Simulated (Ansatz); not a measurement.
System: BBr$_{2}$, charge 0, doublet. BBr2 (SMILES Br[B]Br, doublet).
B3LYP-D3(BJ)/def2-TZVP minimum from Ansatz (an electronic-structure program):
```
B
Br 1 1.8889
Br 1 1.8889 2 126.56
```
Charge 0, spin multiplicity 2.

Property: atomisation energy (electronic, to ground-state atoms), in kcal/mol. Radicals and triplets start from unrestricted determinants; spin-orbit coupling is neglected. Cores are frozen in correlated methods (noble-gas shells, and filled d and f shells in the p block). No relativity. CBS(X,Y): correlation extrapolated as X^-3, Hartree-Fock from the larger set (Q,5: extrapolated as (X+1)exp(-9√X)). A bracket is a step between two methods taken in the basis named. For partners of very few electrons the exact lower level stands in for a higher one. Spin-orbit terms, left out, reach several kcal/mol for Br and I, and more for heavier atoms.

CCSD(T)/CBS(cc-pVQZ,cc-pV5Z) + [CCSDT(Q) - CCSD(T)]/cc-pVTZ (Ansatz) gives 172.4 kcal/mol.

Q: What does PBE/def2-TZVPD (Ansatz) give here, and how do the other levels compare?

A: PBE gives 186.9 kcal/mol, 14.5 kcal/mol above it. Differences of the others: r2SCAN/def2-TZVPD (Ansatz) 14.0; PBE0/def2-TZVPD (Ansatz) 9.0; wB97M-V/def2-TZVPD (Ansatz) -0.7; CCSD(T)/CBS(cc-pVQZ,cc-pV5Z) (Ansatz) -0.3 kcal/mol.
